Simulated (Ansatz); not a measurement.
Input and output for the cluster Li₃S⁺ (the lowest singlet isomer of a short search).

```yaml
crystal:
  periodic: [false, false, false]
  atoms:
    - {symbol: Li, position_ang: [-0.217346, -2.121801, 0.352783]}
    - {symbol: Li, position_ang: [1.946374, 0.827852, -0.446326]}
    - {symbol: Li, position_ang: [-1.729116, 1.294005, 0.092903]}
    - {symbol: S, position_ang: [0.000088, -0.000056, 0.000650]}
basis:
  gaussian: {orbitals: def2-TZVP}
total_charge: 1
magnetization: {spin_polarized: true, initial_magnetization: 2}
hamiltonian: {xc: {name: r2SCAN50}}
output: {forces: true}
```

```sh
$ ansatz run in.yaml --threads 2 --pin off --events-out ev --progress --plain --max-ram 4352MiB
```

It prints (some lines left out):

```
Functional definition: r2SCAN50
681 factors; their error is unknown
mean field evaluation 1: about -11439.5237 eV, gradient 2.4e1 eV
mean field evaluation 2: about -11441.7236 eV, gradient 1.6e1 eV
mean field evaluation 4: about -11442.8161 eV, gradient 3.0e-1 eV
mean field evaluation 8: about -11442.8707 eV, gradient 4.7e-3 eV
mean field evaluation 16: about -11442.8707 eV, gradient 7.1e-5 eV
mean field evaluation 32: about -11442.8629 eV, gradient 8.6e-1 eV
mean field -11442.87071952 eV, -420.5177426860 hartree, gradient 3.1e-5 eV, S^2 2.007696; 6 other end points of the search recorded, 0 dependent functions left out
reference -11442.87073826 eV, -420.5177433749 hartree; 13, 11 occupied and 66, 68 virtual orbitals, 681 factors
Total energy: -11442.87073826 eV, -420.5177433749 hartree
Atom 0 at    -0.217346    -2.121801     0.352783 Å, force    -0.103798    -1.013039     0.168247 eV/Å
Atom 1 at     1.946374     0.827852    -0.446326 Å, force     0.929185     0.395323    -0.213270 eV/Å
Atom 2 at    -1.729116     1.294005     0.092903 Å, force    -0.825496     0.617865     0.044158 eV/Å
Atom 3 at     0.000088    -0.000056     0.000650 Å, force     0.000108    -0.000150     0.000865 eV/Å
Dipole moment:    -0.000109    -0.000628    -0.000202 e Å
```

Hardware: 2 threads of Arm Neoverse V1 on a shared host. Wall time 9 s.

The dipole of an ion depends on the origin.
